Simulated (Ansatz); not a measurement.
`BC([SiH3])[SiH2]F` + `C1C[SiH2]1` → `F[SiH2]C1C[SiH2]1` + `BC[SiH3]`  (formal exchange of groups at the Si–C bond)

Gas-phase electronic energies from Ansatz, PBE0-D4/def2-TZVP geometries. CBS: MP2 limit from def2 TZ/QZ plus the TZ coupled-cluster correction, frozen cores. Each species was taken in one conformer, which may not be the lowest.

`BC([SiH3])[SiH2]F`:

```xyz
13

B     0.203   -0.660    1.566
C    -0.479   -0.357    0.224
Si    0.636   -0.919   -1.197
Si   -0.618    1.483   -0.019
F    -1.204    2.180    1.300
H    -0.280   -1.413    2.360
H     1.248   -0.134    1.831
H    -1.456   -0.833    0.093
H     2.063   -0.704   -0.856
H     0.317   -0.139   -2.426
H     0.398   -2.357   -1.475
H    -1.551    1.790   -1.128
H     0.724    2.063   -0.272
```

`C1C[SiH2]1`:

```xyz
9

C    -0.278    0.313   -0.867
C     0.847   -0.439   -0.127
Si   -0.545    0.121    0.951
H    -0.877   -0.275   -1.555
H    -0.024    1.290   -1.264
H     0.950   -1.495   -0.353
H     1.804    0.069   -0.063
H    -0.350    1.287    1.838
H    -1.526   -0.871    1.439
```

`F[SiH2]C1C[SiH2]1`:

```xyz
12

F     1.335    0.093    2.478
Si    0.924   -0.786    1.201
C     0.515    0.296   -0.221
C    -0.449   -0.272   -1.305
Si   -1.138    1.128   -0.331
H     2.070   -1.692    0.932
H    -0.277   -1.586    1.559
H     1.347    0.874   -0.616
H    -0.834   -1.273   -1.133
H    -0.146   -0.116   -2.335
H    -1.201    2.470   -0.943
H    -2.146    0.862    0.715
```

`BC[SiH3]`:

Z-matrix (Å, degrees):
```
C
Si 1 1.896
B 1 1.532 2 106.4
H 1 1.094 2 104.2 3 -121.9
H 1 1.094 2 104.4 3 122.1
H 2 1.486 1 111.0 3 -59.0
H 2 1.486 1 110.8 3 62.0
H 2 1.486 1 108.7 3 -178.5
H 3 1.198 1 120.6 2 88.6
H 3 1.198 1 120.7 2 -87.3
```

```json
{"species": "`BC([SiH3])[SiH2]F`", "CCSD(T)/CBS(def2) energy (Eh)": "-745.66823"}
{"species": "`C1C[SiH2]1`", "CCSD(T)/CBS(def2) energy (Eh)": "-368.74760"}
{"species": "`F[SiH2]C1C[SiH2]1`", "CCSD(T)/CBS(def2) energy (Eh)": "-758.29841"}
{"species": "`BC[SiH3]`", "CCSD(T)/CBS(def2) energy (Eh)": "-356.11784"}
```

Question: Work out ΔE.

Answer: ΔE = (-758.29841) + (-356.11784) − (-745.66823) − (-368.74760) = -0.00042 Eh = -1.1 kJ/mol.

Largest T1 diagnostic among the species: 0.012.

In def2-TZVPP, CCSD(T) changes the Hartree–Fock value by +6.7 kJ/mol (the triples alone add +0.9 kJ/mol) and MP2 by +6.1 kJ/mol.
